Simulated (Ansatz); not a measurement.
GeClF₃, relaxed as a singlet with RKS PBE-D4/def2-SVP in Ansatz, starting from the GFN2-xTB geometry. Force threshold 0.02 eV/Å.

Start:

```xyz
5

Ge   -0.016    0.017   -0.021
Cl   -1.011    1.273   -1.294
F    -0.028    0.488    1.621
F     1.649   -0.188   -0.345
F    -0.593   -1.590    0.038
```

| step | energy (eV) | largest force component (eV/Å) | SCF passes |
| --- | --- | --- | --- |
| 1 | -77156.6487 | 1.596 | 23 |
| 2 | -77156.7807 | 0.215 | 27 |
| 3 | -77156.7905 | 0.044 | 25 |
| 4 | -77156.7909 | 0.003 | 26 |

Force components are those of the run's own axes.

End:

Cartesian coordinates in Å:
```
Ge 0.024 -0.030 0.031
Cl -1.009 1.266 -1.292
F -0.057 0.543 1.657
F 1.691 -0.160 -0.397
F -0.649 -1.619 0.001
```

By distances, no bond broke or formed. The bond that changes most is Ge1–Cl2, from 2.05 to 2.12 Å (atoms count from 1).

No frequencies were taken in this run, so the end may be a saddle point.

Run time 3.1 s (4 threads of Arm Neoverse V1 on a shared host).
